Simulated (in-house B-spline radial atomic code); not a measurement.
# RPA and G0W0 on LC-wPBE: F VI (F5+)

Configuration [He] 2s2, mean-field start LC-wPBE. Computed with a B-spline radial code for spherical atoms: all electrons, non-relativistic, point nucleus, each spin shell either full or empty, empty states to l = 9 with an (l + 1/2)⁻⁴ tail; G0W0 by contour deformation at full frequency.

Command:
```bash
python run_gw.py task.json out
```
Settings (radii: box in bohr, nucleus in fm):
```
Z                        9
electrons                4
configuration            [He] 2s2
hamiltonian              nr
method                   lc_wpbe
lmax                     9
spin_polarised           False
box_radius               10.43
intervals                45
ion_configuration        [He] 2s1
```

Time taken, with all properties: 0.6 s on 1 thread of AMD EPYC 9R45 96-Core Processor (Zen 5) (shared host).

Energies (hartree):

| term | value |
| --- | --- |
| mean-field total | -87.98869 |
| Hartree-Fock functional on these orbitals | -87.93143 |
| direct second order | -0.29838 |
| second-order exchange | 0.14594 |
| SOSEX correction | 0.11856 |

Question: What is the RPA correlation energy, and what remains with SOSEX?

Answer: RPA gives -0.24259 hartree (-1.65 eV per electron); RPA + SOSEX gives -0.12403, and the second-order doubles -0.15244 hartree (no singles). SOSEX takes back 49 % of the RPA value.

Quasi-particle levels (eV):

```csv
level,occupied,mean field,Σx - vxc,Σc,QP weight,G0W0
2s,yes,-149.71,-4.44,?,?,?
1s,yes,-822.82,-49.64,6.18,0.926,-866.28
2p,no,-122.65,9.54,-1.66,0.976,-114.77
```

G0W0 = mean field + (Σx - vxc) + Σc, with Σc (partial-wave tail included) taken at the quasi-particle energy.

Question: Where does G0W0 put 2s?

Answer: At -156.83 eV, with Σc = -2.69 eV and a quasi-particle weight of 0.962. The tabulated removal energy is 157.163 eV (NIST, measured).

Question: What does it cost to remove one electron (to [He] 2s1) by differences of total energies, each species on its own start (correlation terms add to the Hartree-Fock functional)?

Answer: LC-wPBE 155.68 eV, Hartree-Fock functional 153.85 eV, + RPA 156.62 eV, + RPA + SOSEX 155.87 eV, + second order 156.59 eV. Tabulated: 157.163 eV (NIST, measured).
